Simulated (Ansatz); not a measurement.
CH12GeO13Si3 (`C[O][Ge]([O][Si](O)(O)O)([O][Si](O)(O)O)[O][Si](O)(O)O`) at its PBE0-D4/def2-TZVP geometry, where that method's forces vanish. Charge 0, multiplicity 1.

```csv
atom,x (Å),y (Å),z (Å)
C1,-2.2178,-1.3398,2.5754
O2,-1.9237,-0.1300,1.9017
Ge3,-0.7264,-0.1349,0.6395
O4,-1.1003,-1.3815,-0.5208
Si5,-1.0244,-1.5409,-2.1485
O6,-2.0415,-0.4451,-2.8409
O7,-1.5711,-3.0147,-2.5526
O8,0.4618,-1.2896,-2.7131
O9,-0.7097,1.4562,-0.0502
Si10,0.0596,2.0942,-1.3582
O11,1.3444,1.1385,-1.7122
O12,0.6153,3.5738,-0.9904
O13,-0.9376,2.1589,-2.6245
O14,0.8430,-0.5594,1.3036
Si15,2.1565,0.1869,1.8766
O16,2.8285,0.9691,0.5938
O17,1.8861,1.3291,2.9991
O18,3.1391,-0.9271,2.5413
H19,-1.3480,-1.7217,3.1210
H20,-2.5681,-2.1137,1.8847
H21,-3.0113,-1.1272,3.2933
H22,-2.9807,-0.5756,-2.6976
H23,-1.0699,-3.7766,-2.2609
H24,0.9149,-0.4631,-2.4631
H25,2.0020,1.0644,-0.9955
H26,-0.0264,4.2518,-0.7764
H27,-1.4215,1.3465,-2.8429
H28,3.4146,1.7009,0.7984
H29,1.8088,1.0497,3.9121
H30,3.2038,-1.7789,2.1074
```

Question: For each bond, give half the difference of the two atoms' forces along it (eV/Å; positive pushes the atoms apart) under PBE-D4, r2SCAN-D4, B3LYP-D4 in def2-TZVPP. (Estimate.)

Answer: Ansatz gave: 
| bond | length (Å) | PBE-D4 | r2SCAN-D4 | B3LYP-D4 |
| --- | --- | --- | --- | --- |
| C1–H20 | 1.095 | 0.07 | -0.06 | -0.09 |
| C1–H21 | 1.091 | 0.10 | -0.05 | -0.12 |
| Ge3–O14 | 1.756 | 0.12 | 0.01 | 0.09 |
| Si5–O8 | 1.610 | 0.17 | 0.03 | 0.06 |
| O6–H22 | 0.959 | 0.30 | 0.01 | -0.02 |
| O8–H24 | 0.975 | 0.33 | 0.00 | -0.06 |
| O9–Si10 | 1.646 | 0.06 | 0.01 | 0.00 |
| Si10–O11 | 1.640 | 0.19 | 0.03 | 0.07 |
| Si10–O12 | 1.623 | 0.23 | 0.05 | 0.04 |
| O11–H25 | 0.976 | 0.33 | 0.00 | -0.07 |
| O14–Si15 | 1.616 | 0.03 | 0.01 | -0.05 |
| Si15–O17 | 1.624 | 0.19 | 0.02 | 0.09 |
| O16–H28 | 0.960 | 0.29 | 0.00 | -0.03 |
| O17–H29 | 0.958 | 0.30 | 0.00 | -0.02 |

B3LYP here is the variant with VWN-RPA as its local correlation; programs differ in this.
